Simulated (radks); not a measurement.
The numbers below are computed, except where a source is named.
Problem. Te, 52 electrons, occupied as [Kr] 4d10 5s2 5p4. Level of theory: scalar-relativistic Kohn-Sham, PW91, spin-polarised, spherical densities, finite nucleus; open shells are filled with parallel spins first (spin-orbit coupling, left out, can overturn this in heavy ions); Fermi nuclear charge, rms radius 4.7423 fm (a radial shooting solver on a logarithmic mesh with Libxc functionals). Some entries of the table are withheld. Estimate them.

orbital,occ.,eigenvalue (eV),<r> (bohr)
1s up,1,-31630.56,0.02781
1s down,1,-31630.50,0.02781
2s up,1,-4850.639,0.1199
2s down,1,-4850.617,0.1199
2p up,3,-4354.909,0.1047
2p down,3,-4354.869,0.1047
3s up,1,-965.1942,0.3222
3s down,1,-965.1502,0.3222
3p up,3,-804.0244,0.3203
3p down,3,-803.9744,0.3202
3d up,5,-560.1670,0.2968
3d down,5,-560.1198,0.2968
4s up,1,-164.3484,0.7646
4s down,1,-164.2423,0.7645
4p up,3,-114.3944,0.8212
4p down,3,-114.2826,0.8208
4d up,5,-41.6936,0.9738
4d down,5,-41.4973,0.9701
5s up,1,-15.6654,(1)
5s down,1,-14.4630,(2)
5p up,3,-6.5052,2.647
5p down,1,-5.2625,2.704

Solution. 
(1) 5s up <r> (bohr): 2.087
(2) 5s down <r> (bohr): 2.079
